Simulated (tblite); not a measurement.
C4H11N3.
SMILES with atom numbers: `[H]/[N:1]=[CH:2]/[C@H:3]([NH2:4])[CH2:5][CH2:6][NH2:7]` (hydrogens: H8 on N1; H9 on C2; H10 on C3; H11, H12 on N4; H13, H14 on C5; H15, H16 on C6; H17, H18 on N7)

Computed with GFN2-xTB (tblite), gas phase: Langevin dynamics at 200 K from the optimised GFN2-xTB geometry, time step 0.5 fs, friction 0.01 fs⁻¹, 2000 steps. The instantaneous temperature is 2·E(kin)/(3Nk) with all 3N coordinates.

```csv
t (fs),T (K),E(pot) above start (eV),N1=C2 (Å),C2–C3 (Å),C3–N4 (Å),C3–C5 (Å),C5–C6 (Å),N1–H8 (Å),N1–C2–C3–N4 (°)
0,170,0.000,1.257,1.506,1.452,1.540,1.530,1.017,-3
50,138,0.242,1.248,1.545,1.454,1.524,1.558,1.052,-12
100,178,0.348,1.268,1.498,1.448,1.575,1.531,1.056,-7
150,206,0.347,1.242,1.520,1.460,1.573,1.569,1.039,8
200,213,0.403,1.256,1.518,1.479,1.534,1.499,1.027,11
250,227,0.389,1.268,1.482,1.500,1.527,1.566,1.022,3
300,168,0.413,1.244,1.566,1.418,1.525,1.509,1.014,23
350,222,0.353,1.287,1.502,1.450,1.560,1.541,1.007,-5
400,172,0.329,1.256,1.523,1.425,1.545,1.528,1.006,-7
450,162,0.346,1.267,1.495,1.464,1.559,1.547,1.015,7
500,144,0.487,1.260,1.481,1.428,1.517,1.535,0.992,-1
550,161,0.442,1.271,1.483,1.492,1.582,1.497,0.970,-14
600,168,0.426,1.255,1.526,1.463,1.563,1.522,1.020,-24
650,245,0.344,1.255,1.496,1.500,1.555,1.540,0.988,1
700,198,0.501,1.240,1.493,1.475,1.499,1.488,0.996,11
750,283,0.384,1.247,1.474,1.483,1.520,1.553,1.008,-5
800,163,0.435,1.266,1.496,1.411,1.573,1.502,1.003,-13
850,184,0.364,1.259,1.491,1.462,1.530,1.536,1.000,-17
900,166,0.389,1.260,1.528,1.422,1.515,1.556,0.988,-2
950,139,0.369,1.247,1.502,1.456,1.529,1.552,0.998,1
1000,145,0.405,1.288,1.522,1.454,1.543,1.540,1.005,5
```

Q: From 500 fs on, how do temperature and potential energy compare with equipartition?

A: The mean temperature of these 11 frames is 182 K against the target 200 K, and the mean potential energy 0.41 eV against 48 × kT/2 = 0.41 eV for 48 classical harmonic modes. For 18 atoms in a canonical ensemble the temperature itself scatters by T·√(2/(3N)) = 38 K; here its standard deviation is 43 K. The whole run lasts only 10 friction times of 100 fs, so these averages carry a wide statistical error.

Q: What are the kinetic and total energies of the listed frame with the highest potential energy?

A: The one at 700 fs, 0.501 eV above the start. Its kinetic energy is 3NkT/2 = 0.462 eV at 198 K, so the sum is 0.96 eV; over the listed frames the sum runs from 0.39 to 1.04 eV, since the thermostat adds and removes energy.

Q: How much do the listed bonds fluctuate from 500 fs on?

A: 
```tsv
bond	at the start (Å)	mean (Å)	standard deviation (Å)
N1=C2	1.257	1.259	0.013
C2–C3	1.506	1.499	0.018
C3–N4	1.452	1.459	0.028
C3–C5	1.540	1.539	0.025
C5–C6	1.530	1.529	0.023
N1–H8	1.017	0.997	0.012
```

The motion is classical and holds no zero-point motion.

What follows is the cost of the whole dynamics run. The run took 8.5 s wall on an AMD EPYC 9R14 with one thread (shared host), and the process peaked at 0.18 GiB of memory.
